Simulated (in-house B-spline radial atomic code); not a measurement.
Configurations of Ar II (Ar+), with energies counted from [Ne] 3s2 3p5. Computed with an all-electron radial atomic-structure program (B-spline basis): non-relativistic LDA PW92, spin-polarised, spherical fractional occupations, point nucleus. Shells without spins written out take the highest spin.

Occupations are held fixed; configurations that lie above the ionisation limit could autoionise.

```tsv
configuration	E - E(ref) (eV)	highest orbital	its <r> (bohr)
[Ne] 3s2 3p4 4f1	24.339	4f up	8.602
[Ne] 3s1 3p5 4s1	31.239	4s up	3.826
[Ne] 3s(1 up, 0 down) 3p(2 up, 3 down) 4s(1 up, 0 down)	32.556	4s up	3.864
[Ne] 3s1 3p5 4d1	37.325	4d up	6.685
[Ne] 3s1 3p5 4f1	38.955	4f up	8.593
[He] 2s2 2p5 3s2 3p5 4p1	255	4p up	4.45
```

Problem. Order these further configurations by energy, lowest first.
A. [Ne] 3s2 3p(2 up, 2 down) 4f(0 up, 1 down)
B. [Ne] 3s2 3p4 4s1
C. [Ne] 3s(1 up, 0 down) 3p6
D. [He] 2s2 2p(3 up, 2 down) 3s2 3p(2 up, 3 down) 4d(0 up, 1 down)
E. [He] 2s2 2p5 3s2 3p5 4d1

Solution. C (14.145 eV), B (16.693 eV), A (25.44 eV), E (258.4 eV), D (258.81 eV).

Problem. How far above the reference does [Ne] 3s2 3p4 4d1 lie?

Solution. 22.747 eV; its least bound orbital is 4d up with <r> = 6.75 bohr.

Problem. How far above the reference does [He] 2s2 2p5 3s2 3p5 4f1 lie?

Solution. 260.17 eV; its least bound orbital is 4f up with <r> = 8.649 bohr.
